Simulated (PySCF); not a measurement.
Compound: C₅H₁₄Si₂.
Structure used (GFN2-xTB), in Å, numbered top down from 1:
```
atom  x, y, z in Å
C1    -1.399   -0.466   -1.333
C2    -1.720   -0.466    0.160
C3    -3.157   -0.008    0.391
Si4   -0.481    0.610    1.145
C5     1.250   -0.057    0.826
C6     2.262    0.627    0.295
Si7    3.980   -0.058   -0.048
H8    -2.095   -1.103   -1.878
H9    -0.389   -0.830   -1.512
H10   -1.474    0.541   -1.740
H11   -1.640   -1.500    0.516
H12   -3.859   -0.652   -0.137
H13   -3.405   -0.030    1.450
H14   -3.295    1.010    0.032
H15   -0.576    2.009    0.709
H16   -0.794    0.515    2.578
H17    1.427   -1.095    1.089
H18    2.086    1.665    0.033
H19    4.033   -1.463    0.364
H20    4.264    0.046   -1.482
H21    4.972    0.723    0.697
```

Level of theory: PBE0/pcSseg-1 in PySCF (dipole) on a GFN2-xTB geometry, gas phase.

Masses are those of the commonest isotopes; rigid-rotor values at the optimised geometry. The values belong to one conformer with, in the numbering `[CH3:1][CH:2]([CH3:3])[SiH2:4]/[CH:5]=[CH:6]/[SiH3:7]`, C1–C2–Si4–C5 -58°, C2–Si4–C5–C6 121°.

(1) What are A, B and C (MHz)?

(2) What kind of rotor is it?

(3) Is it planar, by Δ = Ic − Ia − Ib?

(4) Give the other two planar moments, Paa and Pbb, and the rms extents of the mass along the axes.

(5) Predict some low-J microwave lines.

(6) Estimate the classical rotational partition function at 25 K, 200 K and 298.15 K.

## Answers

(1) Ia = 118.24, Ib = 814.18, Ic = 887.07 u·Å²; 505379 MHz·u·Å²/I gives A = 4274, B = 620.7, C = 569.7 MHz.

(2) A near-prolate asymmetric top; Ray's κ = -0.972.

(3) Not planar: Δ = Ic − Ia − Ib = -45.36 u·Å². For a rigid frame Δ = −2 Σ m c², so Σ m c² = 22.68 u·Å² lies off the ab plane: 15.45 from hydrogen and 7.22 from heavier atoms. The atom farthest from that plane is 1.58 Å away.

(4) Paa = Σ m a² = (Ib + Ic − Ia)/2 = 791.50 and Pbb = Σ m b² = (Ia + Ic − Ib)/2 = 95.57 u·Å². With the mass M = 130.06 u, the rms extents √(P/M) along a, b and c are 2.47, 0.86, 0.42 Å.

(5) The dipole components are |μa| = 0.46 D, |μb| = 0.36 D, |μc| = 0.16 D. The squared components, which scale the intensities, stand as 1.00 : 0.61 : 0.13 (a : b : c). Some lines, for components of 0.1 D or more:

```json
{"type": "a", "branch": "Q", "J(Ka,Kc)": "3(1,2) ← 3(1,3)", "MHz": "306", "lower level (cm⁻¹)": "0.356"}
{"type": "c", "branch": "Q", "J(Ka,Kc)": "3(1,3) ← 3(0,3)", "MHz": "3528", "lower level (cm⁻¹)": "0.238"}
{"type": "a", "branch": "R", "J(Ka,Kc)": "4(2,3) ← 3(2,2)", "MHz": "4761", "lower level (cm⁻¹)": "0.729"}
{"type": "a", "branch": "R", "J(Ka,Kc)": "4(3,1) ← 3(3,0)", "MHz": "4763", "lower level (cm⁻¹)": "1.343"}
{"type": "a", "branch": "R", "J(Ka,Kc)": "5(3,2) ← 4(3,1)", "MHz": "5954", "lower level (cm⁻¹)": "1.502"}
{"type": "a", "branch": "R", "J(Ka,Kc)": "5(1,4) ← 4(1,3)", "MHz": "6077", "lower level (cm⁻¹)": "0.528"}
{"type": "c", "branch": "R", "J(Ka,Kc)": "2(1,1) ← 1(0,1)", "MHz": "6136", "lower level (cm⁻¹)": "0.040"}
{"type": "b", "branch": "R", "J(Ka,Kc)": "3(1,3) ← 2(0,2)", "MHz": "7097", "lower level (cm⁻¹)": "0.119"}
{"type": "b", "branch": "R", "J(Ka,Kc)": "5(1,5) ← 4(0,4)", "MHz": "9253", "lower level (cm⁻¹)": "0.397"}
{"type": "c", "branch": "Q", "J(Ka,Kc)": "5(2,4) ← 5(1,4)", "MHz": "10656", "lower level (cm⁻¹)": "0.731"}
{"type": "b", "branch": "Q", "J(Ka,Kc)": "3(2,1) ← 3(1,2)", "MHz": "10886", "lower level (cm⁻¹)": "0.366"}
{"type": "b", "branch": "Q", "J(Ka,Kc)": "2(2,0) ← 2(1,1)", "MHz": "10960", "lower level (cm⁻¹)": "0.244"}
{"type": "b", "branch": "Q", "J(Ka,Kc)": "2(2,1) ← 2(1,2)", "MHz": "11113", "lower level (cm⁻¹)": "0.239"}
{"type": "b", "branch": "R", "J(Ka,Kc)": "4(2,2) ← 3(1,3)", "MHz": "15959", "lower level (cm⁻¹)": "0.356"}
{"type": "c", "branch": "Q", "J(Ka,Kc)": "4(3,2) ← 4(2,2)", "MHz": "18388", "lower level (cm⁻¹)": "0.888"}
{"type": "b", "branch": "Q", "J(Ka,Kc)": "4(3,2) ← 4(2,3)", "MHz": "18396", "lower level (cm⁻¹)": "0.888"}
{"type": "c", "branch": "R", "J(Ka,Kc)": "3(3,0) ← 2(2,0)", "MHz": "21965", "lower level (cm⁻¹)": "0.610"}
{"type": "b", "branch": "R", "J(Ka,Kc)": "5(3,2) ← 4(2,3)", "MHz": "24350", "lower level (cm⁻¹)": "0.888"}
{"type": "b", "branch": "Q", "J(Ka,Kc)": "4(4,1) ← 4(3,2)", "MHz": "25751", "lower level (cm⁻¹)": "1.502"}
{"type": "c", "branch": "R", "J(Ka,Kc)": "4(4,1) ← 3(3,1)", "MHz": "30514", "lower level (cm⁻¹)": "1.343"}
```

(6) Point group C1, symmetry number σ = 1; q = (√π/σ)·√((kT/h)³/(ABC)), k/h = 20836.6 MHz/K: 17100 at 25 K, 388000 at 200 K, 706000 at 298.15 K.

Stationary, but not proved a minimum. These are rigid-rotor constants of the computed structure; measured ground-state constants (B0) also hold zero-point vibration. A rigid rotor knows nothing of internal rotation, which can split or shift real lines.
